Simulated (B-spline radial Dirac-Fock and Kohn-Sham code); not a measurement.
## Energy-loss ionisation edge K (1s) of Cl

System: atomic chlorine, configuration [Ne] 3s2 3p5. These are calculated numbers from a radial atomic solver; the model is the first Born approximation with generalised oscillator strengths from a Dirac-Hartree-Slater potential (longitudinal and transverse terms; continuum final states only, so no white lines or fine structure). The edge is taken at 2822.0 eV (tabulated value).

Input file task.json (cfg lists n, l and occupation; rrms is the nuclear radius in fm):

```json
{"items": [{
  "Z": 17,
  "q": 0,
  "cfg": [[1, 0, 2], [2, 0, 2], [2, 1, 6], [3, 0, 2], [3, 1, 5]],
  "A": 35,
  "rrms": 3.3654,
  "do": "eels",
  "beams": [[60, 5], [60, 20], [60, 100], [80, 20], [100, 10], [100, 20], [100, 100], [120, 5], [120, 50], [200, 50], [200, 100], [300, 5], [300, 10], [300, 50]],
  "edges": {"K": 2822.0}
}]}
```

Launch: `python xray2_run.py task.json out`

Partial cross sections σ(β, Δ) in barn, integrated over a window Δ above the edge and up to the collection semi-angle β, for parallel illumination:

| E₀ (kV) | β (mrad) | Δ = 25 eV | Δ = 50 eV | Δ = 100 eV | Δ = 200 eV | Δ = 300 eV |
| --- | --- | --- | --- | --- | --- | --- |
| 60 | 5 | ? | ? | ? | ? | ? |
| 60 | 20 | 4.07 | 8.28 | 16.2 | 30.3 | 42.2 |
| 60 | 100 | 21.9 | 44.9 | 88.9 | 170 | 241 |
| 80 | 20 | 4.93 | 10.0 | 19.7 | 36.9 | 51.5 |
| 100 | 10 | 1.97 | 4.00 | 7.82 | 14.6 | 20.3 |
| 100 | 20 | 5.56 | 11.3 | 22.3 | 41.8 | 58.5 |
| 100 | 100 | 19.0 | 39.0 | 77.3 | 148 | 211 |
| 120 | 5 | 0.671 | 1.36 | 2.67 | 4.95 | 6.87 |
| 120 | 50 | 13.2 | 27.0 | 53.5 | 102 | 144 |
| 200 | 50 | 12.5 | 25.6 | 50.7 | 96.8 | 138 |
| 200 | 100 | 15.1 | 31.0 | 61.7 | 119 | 170 |
| 300 | 5 | 1.86 | 3.78 | 7.40 | 13.8 | 19.2 |
| 300 | 10 | 4.50 | 9.17 | 18.0 | 34.0 | 47.8 |
| 300 | 50 | 12.0 | 24.5 | 48.7 | 93.2 | 133 |

Question: Give the row for 60 kV and 5 mrad.

Answer: 0.319 b for 25 eV, 0.649 b for 50 eV, 1.27 b for 100 eV, 2.35 b for 200 eV, 3.26 b for 300 eV.
